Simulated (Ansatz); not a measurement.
Frontier orbitals of `[SiH3]NC[SiH2]Cl`.

The species carries charge 0 and has multiplicity 1. The geometry is a stationary point of PBE0-D4/def2-TZVP. It is one conformer, not always the lowest. Basis def2-TZVPP, the Gaussian-basis code of Ansatz.

```
functional  HOMO (eV)  LUMO (eV)  gap (eV)
       PBE      -5.70      -0.96      4.74
      BLYP      -5.58      -0.82      4.76
      PBE0      -6.99      -0.10      6.89
   r2SCAN0      -7.17       0.16      7.33
   ωB97M-V      -9.27       1.55     10.82
```

A quarter of exact exchange (PBE0) shifts PBE's HOMO by −1.29 eV and its LUMO by +0.86 eV; full exchange at long range (ωB97M-V) shifts them by −3.57 and +2.51 eV. The gap opens from 4.74 to 10.82 eV, since occupied levels lose self-interaction and empty ones feel all the electrons. A positive LUMO is unbound and depends on the basis.
